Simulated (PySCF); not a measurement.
**Unknowns**

Level of theory: GIAO PBE0/pcSseg-1 shieldings, GFN2-xTB geometry, in PySCF 2.14.0 with density-fitted response routines (non-relativistic, gas phase, single conformer, one averaged value for each set of equivalent atoms).

Shifts are taken against calculated references (same method and geometry level): 1H, 13C against TMS. Splittings of carbon signals by F and P are missing where no couplings were computed. Where no couplings were computed, multiplicities follow the n + 1 count of equivalent neighbours, and m marks all less simple cases (inequivalent or close neighbours, rings, F or P nearby). Shifts are as computed. Against solution values, carbons near 30 ppm lie about +3 ppm off and those near 130 ppm about +5 ppm. Of 1211 compounds with measured shifts, 218 miss one by over three times the rms of a fit or turn the order of signals round; such compounds aren't used in these exercises. OH and NH positions are gas-phase values without hydrogen bonding to other molecules.

(1) C$_{6}$H$_{10}$NP. 1H NMR (500 MHz, computed): δ 7.20 (m, 1H), 5.93 (m, 1H), 5.90 (m, 1H), 2.68 (m, 3H), 2.58 (m, 3H), -0.09 (br s, 1H). 13C{1H} NMR (computed): δ 158.5 (C), 130.9 (C), 130.3 (CH), 130.1 (CH2), 33.8 (CH3), 15.0 (CH3). Identify the compound.

(2) C$_{6}$H$_{10}$NP. 1H NMR (500 MHz, computed): δ 7.67 (m, 1H), 7.25 (m, 1H), 3.91 (s, 3H), 2.81 (m, 2H), 1.24 (t, 3H). 13C{1H} NMR (computed): δ 163.3 (C), 160.0 (CH), 130.9 (CH), 40.4 (CH3), 28.1 (CH2), 25.5 (CH3). Give a structure.

Results:

(1) SMILES C=CC1=C(C)P1NC. 6 carbon signals for 6 carbons: no two carbons are equivalent. Carbon types of the structure: 2 × C, 1 × CH, 1 × CH2, 2 × CH3, leaving 1 H on heteroatoms. δC 158.5, 130.9: fully substituted alkene carbon; an sp2 carbon of a C=C bond. δC 130.3: alkene CH; as expected for a trigonal carbon in a double bond. δC 130.1: terminal =CH2 carbon; the olefinic region. δH 2.68: hydrogen on an allylic methyl carbon; allylic position.

The data come from this structure; uniqueness wasn't tested.

(2) SMILES c1n(C)cc(CC)p1. 6 carbon signals for 6 carbons: no two carbons are equivalent. Carbon types of the structure: 1 × C, 2 × CH, 1 × CH2, 2 × CH3, which accounts for all hydrogens. δC 163.3: substituted aromatic carbon. δC 160.0, 130.9: aromatic CH next to a ring nitrogen. δC 28.1: sp3 CH2 on an aromatic ring; saturated and bonded to C and H only. δH 7.67, 7.25: hydrogen on an aromatic CH next to a ring nitrogen; the ring current deshields protons in the ring plane.

The shifts were computed for this structure.
